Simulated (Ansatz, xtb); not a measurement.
# Two isomers of C4H7F2N

Structure a is `C/C(N)=C/C(F)F`, a singlet and structure b is `[H]/N=C(\C)CC(F)F`, a singlet. Both are isolated molecules in the gas phase, relaxed with B3LYP-D3(BJ)/def2-SVP; the shapes shown needn't be the lowest conformers.

a (Å):

```csv
atom,x (Å),y (Å),z (Å)
C,-1.0371,0.2667,1.7051
C,-0.6830,0.1054,0.2519
C,-0.1886,1.1395,-0.4706
C,0.1086,1.0895,-1.9280
F,0.9502,2.1005,-2.2743
F,0.7267,-0.0992,-2.2841
N,-0.9502,-1.1458,-0.2679
H,-0.8480,1.2893,2.0545
H,-0.4491,-0.4286,2.3296
H,-2.1024,0.0306,1.8679
H,-0.4696,-1.3916,-1.1260
H,-1.0238,-1.9070,0.3961
H,-0.0618,2.1144,0.0003
H,-0.7825,1.1639,-2.5823
```

b (Å):

```yaml
atoms:
  - { symbol: C, position_ang: [-1.2689, -0.2204, 1.2892] }
  - { symbol: C, position_ang: [-0.7073, 0.8560, 0.3955] }
  - { symbol: C, position_ang: [-0.7896, 0.5960, -1.0986] }
  - { symbol: C, position_ang: [0.4831, -0.0482, -1.6116] }
  - { symbol: F, position_ang: [0.3877, -0.2805, -2.9463] }
  - { symbol: F, position_ang: [0.6811, -1.2557, -0.9999] }
  - { symbol: N, position_ang: [-0.1306, 1.9268, 0.7730] }
  - { symbol: H, position_ang: [-1.1107, 0.0100, 2.3530] }
  - { symbol: H, position_ang: [-0.7901, -1.1832, 1.0486] }
  - { symbol: H, position_ang: [-2.3497, -0.3465, 1.1076] }
  - { symbol: H, position_ang: [-0.0999, 1.9776, 1.7985] }
  - { symbol: H, position_ang: [-1.6291, -0.0674, -1.3583] }
  - { symbol: H, position_ang: [-0.9125, 1.5539, -1.6230] }
  - { symbol: H, position_ang: [1.3721, 0.5771, -1.4217] }
```

Q: Estimate E(b) − E(a) at the level CCSD(T)/def2-SVP + ΔMP2/def2-TZVPP.

A: Calculated at CCSD(T)/def2-SVP + ΔMP2/def2-TZVPP: E(b) − E(a) = −3.4 kcal/mol, so structure b lies lower.

How the difference moves with the method:

```
                             level               geometry  E(b) − E(a) (kcal/mol)  departure from the last row (kcal/mol)  job, with rough time for the two
                          GFN2-xTB               GFN2-xTB                      −0.5                                    +2.9              optimisation, 0.23 s
                         HF/STO-3G               GFN2-xTB                      −9.1                                    −5.7               single point, 0.5 s
                r2SCAN-D4/def2-SVP               GFN2-xTB                      −0.2                                    +3.2               single point, 6.2 s
             B3LYP-D3(BJ)/def2-SVP  B3LYP-D3(BJ)/def2-SVP                      −1.1                                    +2.4                optimisation, 80 s
                       HF/def2-SVP  B3LYP-D3(BJ)/def2-SVP                      −3.3                                    +0.1           part of the CCSD(T) run
                      MP2/def2-SVP  B3LYP-D3(BJ)/def2-SVP                      −4.1                                    −0.6           part of the CCSD(T) run
                  CCSD(T)/def2-SVP  B3LYP-D3(BJ)/def2-SVP                      −5.1                                    −1.7                      single point
CCSD(T)/def2-SVP + ΔMP2/def2-TZVPP  B3LYP-D3(BJ)/def2-SVP                      −3.4                                                       single point, 2 min
```

As drawn, b has 1 C=N, 1 C–C, 1 C–H in place of 1 C–N, 1 C=C, 1 N–H.

GFN2-xTB, r2SCAN-D4/def2-SVP find them nearly level. The largest departure from CCSD(T)/def2-SVP + ΔMP2/def2-TZVPP is that of HF/STO-3G, 5.7 kcal/mol. The last row adds to CCSD(T) the change of the MP2 difference between the two basis sets, here +1.7 kcal/mol.

With thermal terms from frequencies at re-optimised GFN2-xTB minima (ideal gas, soft modes damped towards free rotors, one conformer each, 298.15 K, 1 atm): on the last row, ΔE + ΔZPE = −3.1, ΔH = −3.3, ΔG = −3.2 kcal/mol.

The correlated steps freeze 7 core orbitals. Programs: Ansatz 0.2.0, xtb 6.7.1; the last row on 2 threads of Arm Neoverse V1 on a shared host.
